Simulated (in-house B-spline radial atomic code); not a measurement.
Ionising the iodine ion I⁵⁺ with different functionals

Computed with an all-electron radial atomic-structure program (B-spline basis): four-component Dirac-Coulomb Hamiltonian, Fermi nucleus of rms radius 4.75 fm, spin-restricted, spherical fractional occupations for the functionals, and exact exchange of hybrids averaged over the configuration. The ionisation energy is the difference of two self-consistent energies, [Kr] 4d10 5s2 → [Kr] 4d10 5s1, without Breit or QED terms; ε is the level of the shell that loses the electron (mean over j).

```
   method                    rung  ΔSCF (eV)  -ε(5s) (eV)
     PBE0           global hybrid      74.76        70.13
  LC-wPBE  range-separated hybrid      74.85        73.18
CAM-B3LYP  range-separated hybrid      75.17        71.93
    HSE06  range-separated hybrid      74.83        69.80
```

Q: Among the functionals, which spreads more, the ΔSCF values or the orbital energies?

A: The orbital energies: ΔSCF values span about 0.40 eV and the orbital energies 3.38 eV; here energy differences depend much less on the functional than eigenvalues do.

Q: How do they compare with the NIST value?

A: NIST lists 74.4 eV ± 0.4 (semi-empirical, ground level to ground level). Errors run from +0.36 to +0.77 eV; all lie within about twice that uncertainty, so the table can't rank the methods.
